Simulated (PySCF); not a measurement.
C3H3F3. Atoms are numbered in the order given.

```xyz
9

F      1.6980    -0.0817    -0.8734
C      0.9545     0.2128     0.2102
C     -0.0893     1.3089     0.0814
C     -0.4886    -0.1159     0.1867
F     -0.9958    -0.7266    -0.8823
F     -1.0710    -0.5558     1.3062
H      1.4976     0.1133     1.1566
H     -0.2523     1.9750     0.9321
H     -0.1859     1.7533    -0.9131
```
Charge 0, spin multiplicity 1.

Coordinates come from a PBE0-D3(BJ)/def2-SVP optimisation. The structure was generated by enumeration; whether it is a known compound was not checked.

The numbers are results of TDDFT-PBE/def2-SVPD (PySCF), not measurements.

Vertical excitations. The molecule is in vacuum.

Q: List the lowest excited states. (Estimate from the structure and the level; the computed values follow.)

A: 
```tsv
state	energy (eV)	λ (nm)	f	main pairs
S1	6.76	183	0.005	HOMO→LUMO 98 %
S2	7.39	168	0.019	HOMO→LUMO+1 98 %
S3	7.60	163	0.003	HOMO−1→LUMO 98 %
S4	7.94	156	0.009	HOMO→LUMO+3 87 %
S5	8.00	155	0.005	HOMO→LUMO+2 85 %
S6	8.29	150	0.016	HOMO−1→LUMO+1 97 %
S7	8.43	147	0.024	HOMO→LUMO+4 95 %
S8	8.84	140	0.017	HOMO−1→LUMO+3 83 %, HOMO−1→LUMO+2 15 %
S9	8.92	139	0.055	HOMO−1→LUMO+2 80 %, HOMO−1→LUMO+3 14 %
S10	9.21	135	0.024	HOMO→LUMO+5 58 %, HOMO→LUMO+6 23 %, HOMO−1→LUMO+4 16 %
T1	6.39	194	0	HOMO→LUMO 99 %
T2	7.22	172	0	HOMO→LUMO+1 98 %
T3	7.30	170	0	HOMO−1→LUMO 98 %
T4	7.73	160	0	HOMO→LUMO+2 97 %
```
Triplets are in the Tamm–Dancoff approximation, which puts them higher than full response would, so one can lie above its singlet here.
